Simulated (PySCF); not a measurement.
Ni⁺: fine-structure interval

Ni⁺ [Ar] 3d9 [3d3/2^4 3d5/2^5, M_J = 5/2] → Ni⁺ [Ar] 3d9 [3d3/2^3 3d5/2^6, M_J = 3/2], as a difference of total energies. Calculation: PySCF 2.14, in x2c-TZVPall-2c with one added diffuse shell each of s, p, d type (7s8p5d1f, 63 functions); the two-component X2C-1e Hamiltonian. Correlated levels: [Ne] frozen; the 6 highest virtual spinors dropped. "Screened" scales the spin-orbit matrix elements by Boettger's factors to mimic the two-electron term; Breit and QED terms are absent.

```
                    method  fine-structure interval (cm⁻¹)  error (cm⁻¹)
 GHF (screened spin-orbit)                          1757.3          +250
GMP2 (screened spin-orbit)                          1849.9          +343
     GHF (bare spin-orbit)                          2682.3         +1175
```

Reference: 1506.9 cm⁻¹ (measured; NIST Handbook of Basic Atomic Spectroscopic Data (Sansonetti and Martin, J. Phys. Chem. Ref. Data 34, 1559 (2005))).

Errors of the correlated levels include the incompleteness of this basis and the frozen core.
